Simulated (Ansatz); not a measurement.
Isolated molecules relaxed with PBE0-D4/def2-TZVP in Ansatz; ΔE leaves out vibrations. CBS: MP2 limit from def2 TZ/QZ plus the TZ coupled-cluster correction, frozen cores. This one scheme is used for every species. DFT in def2-TZVPP. Triplets are unrestricted, without spin–orbit coupling. def2 core potentials past Kr. For Sn outer-core shells are correlated without core-valence functions, which leaves a few kJ/mol of doubt a bond.

`[CH3][SnH2][CH3]` → `[CH3][SnH3]` + `[CH2]` (triplet)  (formal loss of a carbene)

| level | ΔE (kJ/mol) | difference from CCSD(T)/CBS |
| --- | --- | --- |
| LDA (SPW92) | 523.6 | 57.5 |
| B97M-V | 452.1 | -14.0 |
| BLYP | 439.9 | -26.2 |
| r2SCANh | 432.8 | -33.3 |
| CAM-B3LYP | 448.1 | -18.0 |
| HF/def2-SVP | 306.2 | -159.9 |
| CCSD/def2-SVP | 422.0 | -44.1 |
| SCS-MP2/def2-TZVPP | 465.5 | -0.6 |
| MP2/CBS(def2) | 483.4 | 17.3 |
| CCSD/CBS(def2) | 454.0 | -12.1 |
| CCSD(T)/CBS | 466.1 | 0 |

Largest T1 diagnostic among the species: 0.012.

From r2SCAN to r2SCAN0 (25 % exact exchange), in def2-TZVPP and without D4, ΔE moves by −5.0 kJ/mol. The D4 term adds +9.2 kJ/mol with B3LYP and +5.0 kJ/mol with PBE0; it sums over pairs of atoms, weighted by their polarisabilities, and B3LYP, whose exchange is more repulsive, gets the larger term. Leaving LDA and LC-ωPBE aside and taking each functional with its dispersion term where it has one, the values, not all of them listed here, spread over 36.0 kJ/mol, from r2SCAN0-D4 to ωB97X-V. LDA lies +64.7 kJ/mol from PBE without D4.

B3LYP here is the variant with VWN-RPA as its local correlation; programs differ in this.
